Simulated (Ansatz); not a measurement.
Consider the ligand exchange at a Te–Si bond: `N[SiH2][TeH]` + `N[AsH2]` → `N[AsH][TeH]` + `N[SiH3]`.

Calculated with Ansatz (gas phase, PBE0-D4/def2-TZVP geometries, no zero-point term in ΔE). CCSD(T)/CBS adds triple-zeta CCSD(T) − MP2 to the extrapolated MP2 energy (def2 sets, frozen cores). This one scheme is used for every species. DFT in def2-TZVPP. B3LYP here is the variant with VWN-RPA as its local correlation; programs differ in this. HSE06 is defined as in plane-wave codes. def2 core potentials past Kr. For As, Te outer-core shells are correlated without core-valence functions, which leaves a few kJ/mol of doubt a bond. Scalar relativity is left out up to krypton. One conformer a species, not always the lowest.

`N[SiH2][TeH]`:

Z-matrix (Å, degrees):
```
Si
Te 1 2.513
N 1 1.714 2 118.0
H 1 1.483 2 102.2 3 -120.1
H 1 1.482 2 108.8 3 121.4
H 2 1.658 1 91.9 3 -68.0
H 3 1.008 1 118.5 2 81.9
H 3 1.008 1 119.5 2 -57.9
```

`N[AsH2]`:

```xyz
6

N     0.219    0.397   -0.843
As    0.432   -0.778    0.575
H    -0.594    0.994   -0.781
H     1.042    0.975   -0.950
H    -0.833   -1.579    0.292
H    -0.266   -0.009    1.707
```

`N[AsH][TeH]`:

Cartesian coordinates in Å:
```
N 0.986 -0.606 -0.841
As -0.425 0.567 -0.993
Te -2.026 0.079 1.016
H 0.751 -1.518 -1.210
H 1.356 -0.716 0.094
H 0.283 1.687 -0.247
H -0.925 0.506 2.181
```

`N[SiH3]`:

Cartesian coordinates in Å:
```
N -0.885 -0.596 -0.019
Si 0.579 0.306 -0.075
H -1.748 -0.161 -0.301
H -1.043 -1.241 0.738
H 0.667 0.950 -1.411
H 0.723 1.384 0.948
H 1.707 -0.642 0.120
```

(1) Is it downhill or uphill in electronic energy at CCSD(T)/CBS, and by how much? (Best estimate.)

(2) What do these levels give: B3LYP-D4, HSE06-D4, BHLYP, MP2/def2-SVP, CCSD/def2-SVP, CCSD/CBS(def2)? (Estimate.)

(3) What do rigid-rotor, harmonic-oscillator terms from PBE0-D4/def2-TZVP frequencies (298.15 K, 1 bar) make of the CCSD(T)/CBS value? (Best estimate.)

Largest T1 diagnostic among the species: 0.012.

Answers

(1) Ansatz gave: Nearly level: ΔE = +0.03 eV.

(2) Ansatz gave: B3LYP-D4 -0.06, HSE06-D4 0.02, BHLYP -0.01, MP2/def2-SVP 0.02, CCSD/def2-SVP 0.03, CCSD/CBS(def2) 0.04 eV.

(3) The calculation gave: ΔZPE = 0.00 eV, ΔH = +0.03 eV, ΔS = 0 J/(mol·K), ΔG = +0.03 eV.

From r2SCAN to r2SCAN0 (25 % exact exchange), in def2-TZVPP and without D4, ΔE moves by +0.03 eV. Leaving LDA and LC-ωPBE aside and taking each functional with its dispersion term where it has one, the values, not all of them listed here, spread over 0.17 eV, from BLYP-D4 to PBE-QIDH. LDA lies +0.04 eV from PBE without D4.
